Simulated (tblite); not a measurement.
C2H11N2Si3 (doublet state).
Cartesian coordinates in Å at the GFN2-xTB level; atoms count from 1:
```xyz
18
C2H11N2Si3 angstrom
C     -1.495   -1.166    1.233
Si    -0.533   -0.041    0.037
C     -1.698    0.664   -1.290
N      0.289    1.249    0.860
Si     2.014    1.202    1.106
Si     2.492   -0.415   -0.439
N      0.825   -0.867   -0.654
H     -2.297   -0.623    1.722
H     -1.942   -2.004    0.707
H     -0.846   -1.567    2.005
H     -2.163   -0.131   -1.865
H     -1.163    1.304   -1.984
H     -2.493    1.251   -0.842
H     -0.266    1.974    1.280
H      2.383    2.632    1.003
H      3.043   -0.235   -1.799
H      3.215   -1.560    0.149
H      0.627   -1.659   -1.240
```

All values are computed: GFN2-xTB (tblite) harmonic vibrations without scaling, gas phase. This tight-binding method is rough: wavenumbers can miss measured ones by several per cent, in bad cases by 10 to 20. Modes of hydrogen on silicon can be 10 to 20 % off. One conformer, not necessarily the lowest. Open shells enter through the occupations alone, without spin polarisation, and single modes of such species can be off by tens of per cent.

Harmonic wavenumbers (cm⁻¹): 44.8, 80.1, 91.0, 102.8, 154.6, 165.0, 180.6, 246.9, 264.9, 327.2, 335.4, 347.0, 380.0, 448.9, 492.7, 566.0, 596.1, 601.1, 690.5, 712.5, 743.4, 756.5, 775.4, 816.5, 829.3, 846.9, 850.7, 919.7, 948.2, 1130.8, 1179.9, 1372.7, 1375.3, 1491.6, 1493.3, 1496.4, 1497.1, 2067.9, 2080.2, 2112.5, 3039.5, 3041.6, 3043.0, 3045.3, 3046.9, 3048.5, 3490.8, 3495.7.

A = 2181, B = 1110, C = 977.4 MHz; mass 147.023 u (most abundant isotopes); point group C1, symmetry number 1; spin multiplicity 2.

**Question.** Zero-point energy?

**Answer.** ½Σν̃ = 28432 cm⁻¹ = 340.12 kJ/mol.

**Question.** Entropy at 500 K, 1 bar (ideal gas, RRHO, classical rotation)?

**Answer.** Translation 181.84, rotation 129.03, vibration 251.77, spin (R ln 2) 5.76: S = 568.4 J/(mol K).

**Question.** And Cp and H(500 K) − H(0)?

**Answer.** Cp = 254.56 J/(mol K), of which vibrations give 221.30 (their classical limit is 48 R = 399.1); H(500 K) − H(0) = 79.66 kJ/mol without the zero-point energy, 63.03 from vibrations.

**Question.** What must be added to the electronic energy to get the Gibbs energy at 500 K and 1 bar?

**Answer.** ZPE + [H(500 K) − H(0)] − T·S = 340.12 + 79.66 − 284.20 = 135.58 kJ/mol.

**Question.** How do the functions run with temperature in this model?

**Answer.** 
```csv
T (K),S (J/(mol K)),Cp (J/(mol K)),H − H(0) (kJ/mol),G − H(0) (kJ/mol),ln q(vib)
100,307.3,91.9,6.02,-24.71,2.07
200,387.5,144.5,17.90,-59.60,5.42
300,455.0,189.9,34.69,-101.80,8.77
800,701.7,312.0,165.42,-395.95,23.57
1000,774.2,337.4,230.48,-543.72,28.54
```

q(vib) and H(0) count from the zero-point level.

Hindered rotation and anharmonicity are outside this model. Other conformers, if any are populated, would add a mixing term that is left out. The structure is chiral; the term R ln 2 for an equal mix with its mirror image is left out.
